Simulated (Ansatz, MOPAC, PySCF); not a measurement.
Potential energy surface of F₂Si, singlet: symmetric bend, bond length relaxed. Scanned: F-Si-F angle. Other coordinates (Si-F bond length) were minimised at PBE0/def2-TZVP.

Cartesian coordinates as functions of the variables (Å; names that start with a are angles):
```
Si  0  0  0
F  r*sin(a/2)  0  r*cos(a/2)
F  -r*sin(a/2)  0  r*cos(a/2)
```

Levels of theory: CCSD/aug-cc-pVQZ = Ansatz (a quantum-chemistry and plane-wave program) with CCSD on RHF/aug-cc-pVQZ, frozen core; PBE0/def2-TZVP, density fitting (PySCF); PM3, restricted, heats of formation (MOPAC); RHF/aug-cc-pVQZ (Ansatz); CAM-B3LYP/def2-TZVP, density fitting (PySCF); CCSD(T)/aug-cc-pVQZ = CCSD(T) on RHF/aug-cc-pVQZ, frozen core (Ansatz).

Energies in eV, each method relative to its own lowest point.

```tsv
a / °	CCSD/aug-cc-pVQZ	PBE0	PM3	RHF/aug-cc-pVQZ	CAM-B3LYP	CCSD(T)/aug-cc-pVQZ
180	2.019	1.808	—	2.560	1.840	1.872
167	1.908	1.702	3.022	2.399	1.733	1.773
157	1.674	1.489	2.413	2.079	1.517	1.561
147	1.333	1.189	1.781	1.639	1.213	1.249
137	0.940	0.843	1.199	1.151	0.862	0.883
127	0.556	0.500	0.701	0.683	0.513	0.522
117	0.236	0.210	0.319	0.299	0.218	0.220
107	0.032	0.025	0.081	0.051	0.029	0.027
97	0.000	0.000	0.000	0.000	0.000	0.000
87	0.224	0.222	0.077	0.240	0.219	0.222
80	0.611	0.599	0.277	0.666	0.595	0.599
```

Dashes: no converged value, or the column stops at the first point that the program doubted or that broke a chosen test of continuity, which isn't proof of a fault.
